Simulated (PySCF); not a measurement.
## Radial density of Ir²⁺ (iridium, charge +2)

UHF, [Xe] 4f14 5d6 6s1, 6s spin antiparallel (an excited configuration). All numbers are calculated (PySCF 2.14, scalar relativity through the core potential, in aug-cc-pwCVTZ-PP with ECP60MDF). This is the valence pseudo-density: the core potential removes the inner electrons and smooths the orbitals near the nucleus.

```
r (bohr)  4πr²ρ (e/bohr)  4πr²(ρα − ρβ)
   0.134       3.192e-05         0.0000
   0.225        0.001158         0.0002
   0.379          0.1092         0.0064
   0.638           4.806         0.2861
    1.07           13.86         2.9498
    1.80           4.792         1.7256
    3.04          0.6894        -0.1894
    5.11         0.02585        -0.0222
    8.59       1.528e-05         0.0000
```

Energies and moments cover only the electrons outside the core potential. Spin-orbit coupling, absent here, splits the open shell strongly. With the s spin flipped the determinant is a mixture of two multiplicities, not a spectroscopic state.
